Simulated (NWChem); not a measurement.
System: CH₃FO₃Si; SMILES O=C(O)[Si@H](O)F

Here is an NWChem input.

```
start job
memory heap 200 mb stack 900 mb global 1100 mb
geometry units angstroms noautosym nocenter noautoz
  O      1.106530    -1.379306     0.629288
  C      0.107115    -1.041411     0.020724
  O     -0.827818    -1.918111    -0.397485
  Si    -0.198435     0.812210    -0.376190
  O      1.280217     1.492127    -0.168026
  F     -1.279932     1.340442     0.692789
  H     -0.540314    -2.810369    -0.109745
  H     -0.707234     1.100861    -1.727918
  H      1.856243     0.958170     0.405450
end
basis spherical
  * library 6-31g*
end
dft
  xc b3lyp
  iterations 150
end
cosmo
  do_cosmo_smd true
  solvent water
end
task dft energy
```

Excerpt of the output:

```
             Northwest Computational Chemistry Package (NWChem) 7.3.0
             --------------------------------------------------------

                             Geometry "geometry" -> ""
                             -------------------------

 Output coordinates in angstroms (scale by  1.889725989 to convert to a.u.)

  No.       Tag          Charge          X              Y              Z
 ---- ---------------- ---------- -------------- -------------- --------------
    1 O                    8.0000     1.10653000    -1.37930600     0.62928800
    2 C                    6.0000     0.10711500    -1.04141100     0.02072400
    3 O                    8.0000    -0.82781800    -1.91811100    -0.39748500
    4 Si                  14.0000    -0.19843500     0.81221000    -0.37619000
    5 O                    8.0000     1.28021700     1.49212700    -0.16802600
    6 F                    9.0000    -1.27993200     1.34044200     0.69278900
    7 H                    1.0000    -0.54031400    -2.81036900    -0.10974500
    8 H                    1.0000    -0.70723400     1.10086100    -1.72791800
    9 H                    1.0000     1.85624300     0.95817000     0.40545000

 Effective nuclear repulsion energy (a.u.)     310.2331826347

                                 NWChem DFT Module
                                 -----------------

 Summary of "ao basis" -> "ao basis" (spherical)
 ------------------------------------------------------------------------------
       Tag                 Description            Shells   Functions and Types
 ---------------- ------------------------------  ------  ---------------------
 O                           6-31g*                  6       14   3s2p1d
 C                           6-31g*                  6       14   3s2p1d
 Si                          6-31g*                  8       18   4s3p1d
 F                           6-31g*                  6       14   3s2p1d
 H                           6-31g*                  2        2   2s

 in cosmo_initialize ...
 calling solv_data for solv:h2o

 solvent parameters
 solvname_short: h2o
 solvname_long:  water
 dielec:       78.4000
 dielecinf:     1.7769
 aqueous SMD model solvent descriptors
 dielec:       78.4000
 sola:          0.8200

          ---------------
          -cosmo- solvent
          ---------------
 Cosmo: York-Karplus, doi: 10.1021/jp992097l
 dielectric constant -eps-     =  78.40
 screen = (eps-1)/(eps    )    =   0.98724
 surface charge correction     = lagrangian

[...]

                                COSMO-SMD solvation results
                                ---------------------------

             internal energy in gas <Psi(g)|H|Psi(g)> =      -655.016998647424
         internal energy in solvent <Psi(s)|H|Psi(s)> =      -655.014845252060
                               delta internal energy  =         0.002153395364 (    1.35 kcal/mol)
   total free energy in solvent <Psi(s)|H+V/2|Psi(s)> =      -655.035562229246
 polarization energy contribution <Psi(s)|V/2|Psi(s)> =        -0.020716977186 (  -13.00 kcal/mol)
    total free energy in solvent including G(SMD-CDS) =      -655.028064838572
                       G(SMD-CDS) energy contribution =         0.007497390674 (    4.70 kcal/mol)
     1 M fixed-concentration free energy of solvation =        -0.011066191149 (   -6.94 kcal/mol)

                       DFT Final Molecular Orbital Analysis
                       ------------------------------------

 Vector   26  Occ=2.000000D+00  E=-3.492375D-01
              MO Center=  9.0D-01,  1.2D+00, -1.9D-01, r^2= 2.2D+00
   Bfn.  Coefficient  Atom+Function         Bfn.  Coefficient  Atom+Function
  ----- ------------  ---------------      ----- ------------  ---------------
    65      0.458711  5 O  pz                69      0.342025  5 O  pz
    64      0.299551  5 O  py                68      0.228401  5 O  py
    63     -0.158599  5 O  px                92      0.135094  8 H  s
    77     -0.133750  6 F  px                67     -0.126973  5 O  px
    33     -0.123019  3 O  pz                37     -0.096368  3 O  pz

 Vector   27  Occ=2.000000D+00  E=-3.356419D-01
              MO Center=  1.6D-01, -1.4D+00,  6.6D-02, r^2= 2.4D+00
   Bfn.  Coefficient  Atom+Function         Bfn.  Coefficient  Atom+Function
  ----- ------------  ---------------      ----- ------------  ---------------
    33     -0.402923  3 O  pz                 5      0.368555  1 O  pz
    37     -0.305227  3 O  pz                 9      0.264061  1 O  pz
    31      0.227053  3 O  px                 3     -0.211857  1 O  px
    35      0.174392  3 O  px                 7     -0.150270  1 O  px
    65     -0.126588  5 O  pz                64     -0.098988  5 O  py

 Vector   28  Occ=2.000000D+00  E=-2.856641D-01
              MO Center=  5.2D-01, -1.0D+00,  2.4D-01, r^2= 2.4D+00
   Bfn.  Coefficient  Atom+Function         Bfn.  Coefficient  Atom+Function
  ----- ------------  ---------------      ----- ------------  ---------------
     4      0.519659  1 O  py                 8      0.376636  1 O  py
    50      0.237911  4 Si py                20     -0.223648  2 C  s
    34      0.184286  3 O  s                 31      0.173355  3 O  px
    18     -0.168298  2 C  py                92      0.152673  8 H  s
    35      0.143749  3 O  px                48     -0.120293  4 Si s

 Vector   29  Occ=0.000000D+00  E=-3.872546D-02
              MO Center=  1.6D-01, -7.4D-01, -4.1D-03, r^2= 2.6D+00
   Bfn.  Coefficient  Atom+Function         Bfn.  Coefficient  Atom+Function
  ----- ------------  ---------------      ----- ------------  ---------------
    23      0.393386  2 C  pz                19      0.387635  2 C  pz
     9     -0.311844  1 O  pz                 5     -0.306559  1 O  pz
    53     -0.227997  4 Si px                17     -0.219354  2 C  px
    37     -0.215293  3 O  pz                33     -0.210792  3 O  pz
    55      0.197974  4 Si pz                80     -0.196888  6 F  s

[...]
```

Level: B3LYP/6-31G* (spherical d), SMD on the gas-phase geometry. All runs use the structure optimised with B3LYP/6-31G* (spherical d). Solvent: water.
